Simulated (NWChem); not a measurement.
System: Si2NH6, doublet; SMILES [SiH2]N[SiH3]

NWChem printed, in part:

```
             Northwest Computational Chemistry Package (NWChem) 7.3.0
             --------------------------------------------------------

                             Geometry "geometry" -> ""
                             -------------------------

 Output coordinates in angstroms (scale by  1.889725989 to convert to a.u.)

  No.       Tag          Charge          X              Y              Z
 ---- ---------------- ---------- -------------- -------------- --------------
    1 Si                  14.0000    -0.24190500    -1.61739000     0.08414900
    2 N                    7.0000     0.54625400    -0.06827700    -0.13488000
    3 Si                  14.0000    -0.14489100     1.53681100    -0.04436700
    4 H                    1.0000    -1.29708700    -1.43280600     1.12595500
    5 H                    1.0000     0.78359000    -2.59846500     0.56527200
    6 H                    1.0000     1.46330300    -0.12168600    -0.57208900
    7 H                    1.0000    -1.34325500     1.45636800     0.82681300
    8 H                    1.0000    -0.55666000     2.08451100    -1.36862800
    9 H                    1.0000     0.85045500     2.47968300     0.53519000

 Effective nuclear repulsion energy (a.u.)     146.0025383398

                                 NWChem DFT Module
                                 -----------------

 Summary of "ao basis" -> "ao basis" (spherical)
 ------------------------------------------------------------------------------
       Tag                 Description            Shells   Functions and Types
 ---------------- ------------------------------  ------  ---------------------
 Si                         def2-svp                 8       18   4s3p1d
 N                          def2-svp                 6       14   3s2p1d
 H                          def2-svp                 3        5   2s1p

 in cosmo_initialize ...
 calling solv_data for solv:etoac

 solvent parameters
 solvname_short: etoac
 solvname_long:  ethyl acetate
 dielec:        5.9867
 dielecinf:     1.8832
 nonaqueous SMD model solvent descriptors
 dielec:        5.9867
 sola:          0.0000
 solb:          0.4500
 solc:          0.0000
 solg:         33.6700
 solh:          0.0000
 soln:          1.3723

          ---------------
          -cosmo- solvent
          ---------------
 Cosmo: York-Karplus, doi: 10.1021/jp992097l
 dielectric constant -eps-     =   5.99
 screen = (eps-1)/(eps    )    =   0.83296
 surface charge correction     = lagrangian

   van der Waals surface
 --------------------------

 ---------- ATOMIC COORDINATES (A.U.) ------------ VDWR(ANG.) --
     1   -0.45713417   -3.05642392    0.15901855     2.470
     2    1.03227038   -0.12902482   -0.25488624     1.890
     3   -0.27380429    2.90415169   -0.08384147     2.470
     4   -2.45113901   -2.70761073    2.12774643     1.200
     5    1.48077039   -4.91038684    1.06820919     1.200
     6    2.76524171   -0.22995320   -1.08109145     1.200
     7   -2.53838388    2.75213646    1.56245001     1.200
     8   -1.05193487    3.93915461   -2.58633190     1.200
     9    1.60712692    4.68592141    1.01136245     1.200
 number of segments per atom =        128
 number of   points per atom =        128
 atom (   nspa,  nppa )
 ----------------------
    1 (     97,     0 )       0
    2 (     25,     0 )       0
    3 (     93,     0 )       0
    4 (     35,     0 )       0
    5 (     37,     0 )       0
    6 (     43,     0 )       0
    7 (     31,     0 )       0
    8 (     34,     0 )       0
    9 (     35,     0 )       0
 number of -cosmo- surface points =      430
 molecular surface =    131.454 angstrom**2
 molecular volume  =    119.779 angstrom**3
 -lineq- algorithm             =   0
 -bem- low  level              =   3
 -bem- from -octahedral-
 gaussian surface charge width =   4.50000
 degree of switching           =   1.00000
 switching function tolerance  =   0.00010
 atomic radii =
 --------------
    1 14.000  2.470
    2  7.000  1.890
    3 14.000  2.470
    4  1.000  1.200
    5  1.000  1.200
    6  1.000  1.200
    7  1.000  1.200
    8  1.000  1.200
    9  1.000  1.200
 ...... end of -cosmo- initialization ......

 nat:                     9
 ixmem:                  4523
 calling mnsol_interface()
 G(SMD-CDS) energy (kcal/mol)  =    -0.061
 SMD-CDS SASA (angstrom**2)    =   146.796

[...]

                                COSMO-SMD solvation results
                                ---------------------------

             internal energy in gas <Psi(g)|H|Psi(g)> =      -637.031836783906
         internal energy in solvent <Psi(s)|H|Psi(s)> =      -637.031525373365
                               delta internal energy  =         0.000311410541 (    0.20 kcal/mol)
   total free energy in solvent <Psi(s)|H+V/2|Psi(s)> =      -637.034656538771
 polarization energy contribution <Psi(s)|V/2|Psi(s)> =        -0.003131165406 (   -1.96 kcal/mol)
    total free energy in solvent including G(SMD-CDS) =      -637.034753966516
                       G(SMD-CDS) energy contribution =        -0.000097427744 (   -0.06 kcal/mol)
     1 M fixed-concentration free energy of solvation =        -0.002917182610 (   -1.83 kcal/mol)

                    DFT Final Alpha Molecular Orbital Analysis
                    ------------------------------------------

 Vector   19  Occ=1.000000D+00  E=-3.960111D-01
              MO Center= -6.6D-03, -3.8D-02,  4.5D-01, r^2= 5.9D+00
   Bfn.  Coefficient  Atom+Function         Bfn.  Coefficient  Atom+Function
  ----- ------------  ---------------      ----- ------------  ---------------
    56      0.262638  5 H  s                 76     -0.245560  9 H  s
    66      0.209914  7 H  s                 51     -0.187629  4 H  s
    40     -0.157644  3 Si px                57      0.155778  5 H  s
     9     -0.154751  1 Si py                 8      0.150126  1 Si px
    41     -0.147756  3 Si py                77     -0.143990  9 H  s

 Vector   20  Occ=1.000000D+00  E=-3.560205D-01
              MO Center=  9.1D-02,  4.1D-01, -3.1D-01, r^2= 3.5D+00
   Bfn.  Coefficient  Atom+Function         Bfn.  Coefficient  Atom+Function
  ----- ------------  ---------------      ----- ------------  ---------------
    24      0.372242  2 N  pz                27     -0.308537  2 N  pz
    71     -0.252771  8 H  s                 72     -0.205779  8 H  s
    13     -0.190284  1 Si pz                10     -0.161701  1 Si pz
    76      0.145702  9 H  s                 42      0.138631  3 Si pz
    22      0.132467  2 N  px                 3      0.117701  1 Si s

 Vector   21  Occ=1.000000D+00  E=-2.369228D-01
              MO Center= -2.7D-01, -1.5D+00, -2.3D-01, r^2= 3.0D+00
   Bfn.  Coefficient  Atom+Function         Bfn.  Coefficient  Atom+Function
  ----- ------------  ---------------      ----- ------------  ---------------
     4      0.431329  1 Si s                 13     -0.376455  1 Si pz
    10     -0.312441  1 Si pz                 3      0.259998  1 Si s
    27      0.251562  2 N  pz                24     -0.245028  2 N  pz
    57     -0.207283  5 H  s                 52     -0.195359  4 H  s
    11     -0.178348  1 Si px                 7      0.155978  1 Si pz

 Vector   22  Occ=0.000000D+00  E= 4.464971D-02
              MO Center= -5.7D-02, -1.4D-01, -1.2D-01, r^2= 6.1D+00
   Bfn.  Coefficient  Atom+Function         Bfn.  Coefficient  Atom+Function
  ----- ------------  ---------------      ----- ------------  ---------------
    21      1.216470  2 N  s                 12     -0.697492  1 Si py
    44      0.683459  3 Si py                43     -0.375421  3 Si px
    13      0.312143  1 Si pz                11     -0.306578  1 Si px
    62     -0.301962  6 H  s                 67     -0.256383  7 H  s
    57     -0.231989  5 H  s                 52     -0.221392  4 H  s

 Vector   23  Occ=0.000000D+00  E= 8.277125D-02
              MO Center= -2.3D-01, -4.7D-01, -3.7D-02, r^2= 5.9D+00
   Bfn.  Coefficient  Atom+Function         Bfn.  Coefficient  Atom+Function
  ----- ------------  ---------------      ----- ------------  ---------------
    11      1.063915  1 Si px                57     -0.922550  5 H  s
    43      0.803514  3 Si px                77     -0.805287  9 H  s
    52      0.767678  4 H  s                 12     -0.479830  1 Si py
    67      0.369857  7 H  s                 45      0.278274  3 Si pz
    62     -0.272654  6 H  s                 44      0.235516  3 Si py

 Vector   24  Occ=0.000000D+00  E= 1.035856D-01
              MO Center= -5.9D-02,  4.3D-01, -6.1D-02, r^2= 6.6D+00
   Bfn.  Coefficient  Atom+Function         Bfn.  Coefficient  Atom+Function
  ----- ------------  ---------------      ----- ------------  ---------------
    67      1.061253  7 H  s                 45     -0.928038  3 Si pz
    43      0.883852  3 Si px                52     -0.833713  4 H  s
    13      0.634071  1 Si pz                11     -0.496674  1 Si px
    72     -0.490704  8 H  s                  4      0.354636  1 Si s
     3      0.310278  1 Si s                 57     -0.275783  5 H  s

                     DFT Final Beta Molecular Orbital Analysis
                     -----------------------------------------

 Vector   18  Occ=1.000000D+00  E=-4.015855D-01
              MO Center= -4.0D-01,  9.6D-01,  4.5D-01, r^2= 3.9D+00
   Bfn.  Coefficient  Atom+Function         Bfn.  Coefficient  Atom+Function
  ----- ------------  ---------------      ----- ------------  ---------------
    66      0.311989  7 H  s                 76     -0.232156  9 H  s
    40     -0.216089  3 Si px                67      0.189724  7 H  s
    51      0.166296  4 H  s                 43     -0.146040  3 Si px
    22     -0.141251  2 N  px                61      0.138617  6 H  s
    77     -0.134175  9 H  s                  8     -0.121459  1 Si px

[...]
```

Level: M06-2X/def2-SVP, spin-unrestricted, SMD on the gas-phase geometry. The geometry was optimised at B3LYP/6-31G* (spherical d), spin-unrestricted. No stability test was run on the SCF state. Solvent: ethyl acetate.

Task: Write an input that gives this output.

Result: One answer among several that fit: the input that was run:
```
start job
memory heap 200 mb stack 900 mb global 1100 mb
geometry units angstroms noautosym nocenter noautoz
  Si    -0.241905    -1.617390     0.084149
  N      0.546254    -0.068277    -0.134880
  Si    -0.144891     1.536811    -0.044367
  H     -1.297087    -1.432806     1.125955
  H      0.783590    -2.598465     0.565272
  H      1.463303    -0.121686    -0.572089
  H     -1.343255     1.456368     0.826813
  H     -0.556660     2.084511    -1.368628
  H      0.850455     2.479683     0.535190
end
basis spherical
  Si library def2-svp
  N library def2-svp
  H library def2-svp
end
dft
  odft
  mult 2
  xc m06-2x
  iterations 150
end
cosmo
  do_cosmo_smd true
  solvent etoac
end
task dft energy
```
